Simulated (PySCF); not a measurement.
## Dipole moment and polarisability of GeEtI3

Compound: GeEtI3, C2H5GeI3.
Structure used (PBE0-D3(BJ)/def2-SVP), in Å, numbered top down from 1:
```
atom  x, y, z in Å
Ge1   -0.2020   -0.4738   -1.3178
C2    -0.2688   -0.4216    0.6350
C3     0.4192    0.7957    1.2269
H4     0.1982   -1.3662    0.9584
H5    -1.3388   -0.4725    0.8930
H6     0.3895    0.7564    2.3268
H7     1.4760    0.8502    0.9226
H8    -0.0725    1.7283    0.9114
I9     2.1898   -0.7132   -2.0742
I10   -1.1482    1.6540   -2.2797
I11   -1.5445   -2.4227   -2.1715
```

Level: CAM-B3LYP/def2-SVPD (PySCF), static field, nuclei fixed, core orbitals frozen in the response. The polarisability tensor in these axes (au):

```
x   171.94   1.54   4.10
y     1.54 173.76   4.03
z     4.10   4.03 147.45
```

Question: What are the eigenvalues, a third of the trace, and Δα (Δα² = ½Σ(αi − αj)² over the three pairs)?

Answer: Principal values 146.27, 171.14 and 175.75 au; mean 164.39 au = 24.36 Å³ = 27.10 × 10⁻⁴⁰ C²·m²/J; Δα = 27.46 au (17 % of the mean).

Question: What is the dipole moment, and where does it point?

Answer: (-0.02, 0.17, 2.19) D, 2.19 D in size, pointing from the negative to the positive side. Measured along this direction, the outermost atoms are I11 at the negative end and H6 at the positive end.

Question: What would n − 1 = 2πNα be for an ideal gas of these molecules at 350 K and 1 atm, electronic part alone?

Answer: N = p/kT = 2.0968 × 10¹⁹ cm⁻³, so n − 1 = 2π × N × 24.36 × 10⁻²⁴ cm³ = 3209 × 10⁻⁶ at long wavelengths, for an ideal gas.

Question: What depolarisation ratio follows for Rayleigh scattering of linearly polarised light, taking the static tensor?

Answer: ρ = 3Δα²/(45ᾱ² + 4Δα²) = 2262.7/(1216032 + 3016.9) = 0.00186.

Question: Directions of the eigenvectors, and the extent of the frame along each?

Answer: Largest value along (0.54, 0.82, 0.19), where the nuclei span 4.92 Å; middle along (0.83, -0.56, 0.05), 4.10 Å; least along (-0.15, -0.14, 0.98), 4.41 Å. The strongest response lies along the longest span, while the other two are in reverse order.

Question: In TDDFT the mean static polarisability is Σ f/ω² over all singlet excitations (ω in hartree). How much of it do the 15 lowest give? Their energies (eV) and oscillator strengths: 4.03, 0.0000; 4.31, 0.0326; 4.32, 0.0338; 4.50, 0.0227; 4.66, 0.0184; 4.67, 0.0187; 6.08, 0.0015; 6.12, 0.0013; 6.16, 0.0056; 6.34, 0.0019; 6.39, 0.0065; 6.40, 0.0105; 6.51, 0.0073; 6.54, 0.0002; 6.68, 0.0618.

Answer: They add up to 6.40 au, 3.9 % of the 164.39 au; the largest single term is 1.34 au, from the state at 4.32 eV. Terms in order: 0.00, 1.30, 1.34, 0.83, 0.63, 0.64, 0.03, 0.03, 0.11, 0.03, 0.12, 0.19, 0.13, 0.00, 1.03 au. Higher excitations give the rest. The strengths listed sum to 0.223.

Question: Find the Langevin capture rate constant for NH4+ (18.034 u) meeting this molecule (483.674 u), k = 2.342 × 10⁻⁹ cm³/s × √(α in Å³ / reduced mass in u).

Answer: The reduced mass is 17.39 u, so k = 2.77 × 10⁻⁹ cm³/s. The formula leaves out the permanent dipole, which adds to the capture rate.

Geometry: PBE0-D3(BJ)/def2-SVP; no solvent, vibrations or thermal averaging. Atoms past krypton carry effective core potentials; spin–orbit coupling is left out. The calculation is non-relativistic apart from the core potentials, for germanium too.

These values come from a run that also computed excited states and ΔSCF ions. Time: 8.0 min of wall time (grids of density and orbitals included); peak memory 1.5 GiB. Hardware: Arm Neoverse V2, one thread, on a shared host.
